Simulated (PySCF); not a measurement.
**Simulated characterisation data**

How the numbers were obtained: GIAO PBE0/pcSseg-1 shieldings, structure optimised with GFN2-xTB, in PySCF 2.14 (one computed conformer, relativity neglected, no solvent model, one averaged value for each set of equivalent atoms).

Referencing at the same level of theory: ¹H (σref 31.72) and ¹³C (σref 186.93) vs TMS. Splittings of carbon signals by F and P are missing where no couplings were computed. Where no couplings were computed, multiplicities follow the n + 1 count of equivalent neighbours, and m marks all less simple cases (inequivalent or close neighbours, rings, F or P nearby). Shifts are as computed. Against solution values, carbons near 30 ppm lie about +3 ppm off and those near 130 ppm about +5 ppm. Of 1211 compounds with measured shifts, 218 miss one by over three times the rms of a fit or turn the order of signals round; such compounds aren't used in these exercises.

Compound 1 (C$_{9}$H$_{9}$OP). ¹H NMR (400 MHz, computed): δ 7.71 (m, 1H), 7.04 (m, 1H), 6.66 (m, 1H), 6.63 (m, 1H), 6.16 (m, 1H), 6.04 (m, 1H), 2.34 (s, 3H). ¹³C{¹H} NMR (computed): δ 158.3 (C), 151.3 (CH), 144.5 (CH), 128.7 (CH2), 121.0 (CH), 117.5 (CH), 116.5 (C), 79.7 (C), 6.4 (CH3). Structure: SMILES C(=C)P(C#CC)c1ccco1.

Compound 2 (C$_{5}$H$_{15}$PSi$_{2}$). ¹H NMR (400 MHz, computed): δ 7.49 (m, 1H), 7.32 (m, 1H), 4.52 (m, 2H), 4.39 (m, 2H), 1.22 (m, 2H), 1.15 (m, 1H), 1.13 (m, 6H). ¹³C{¹H} NMR (computed): δ 158.6 (CH), 154.2 (CH), 20.9 (CH3), 17.5 (CH). Structure: `CC(C)[SiH2]/C=C\[SiH2]P`.
